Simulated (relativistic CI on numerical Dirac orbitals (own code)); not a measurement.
## Hyperfine structure of Tl XLVIII, mass number 205

Method of calculation: Dirac-Coulomb-Breit CI, KLI orbitals optimised for each configuration, a model potential for QED, unscaled Slater integrals (own radial code, finite nucleus).

CI space (outside the closed core [Ar] 3d10): 4s2 4p4, 4s 4p5, 4s2 4p3 4d, 4p6, 4s 4p4 4d, 4s2 4p3 4f, 4s 4p4 4f, 4p5 4d, 4s 4p3 4d2, 4s2 4p2 4d 4f, 4p5 4f, 4p4 4d2, 4p3 4d3, 4p3 4d2 4f. Double excitations out of closed p, d and f shells are left out; levels of such configurations are missing from the list, as are those of other unlisted configurations, and high levels can miss mixing partners.

Nuclear spin I = 1/2, μ = 1.632 μN (tables of Stone and Pyykkö). The electronic factors are computed for point nuclear moments, without core polarisation or the Bohr-Weisskopf and QED corrections.

```tsv
Level	E (cm⁻¹)	A (GHz)
4s2 4p4 3P_2	0	274.7
4s2 4p4 3P_1	1217789	-356
4s2 4p4 1D_2	1260066	914.4
4s 4p5 3P°_2	2186420	2120
```

Levels with J = 0, under 50 % of one LS term, or S terms without an open s electron are left out. Small factors come from cancelling terms and can be off by tens of per cent or more.

At this charge energies of transitions that change n are usually good to better than 1 %, and those within a shell (Δn = 0) to a few per cent.

(1) Give the hyperfine levels of 4s2 4p4 3P_1 relative to its centre of gravity.

Results:

(1) With K = F(F + 1) − I(I + 1) − J(J + 1), E = AK/2: F = 1/2: 356, F = 3/2: -178 GHz.

LS names give the leading component of a level, which can be under half, so a name can repeat, a term be missing and a line seem to break the LS rules.
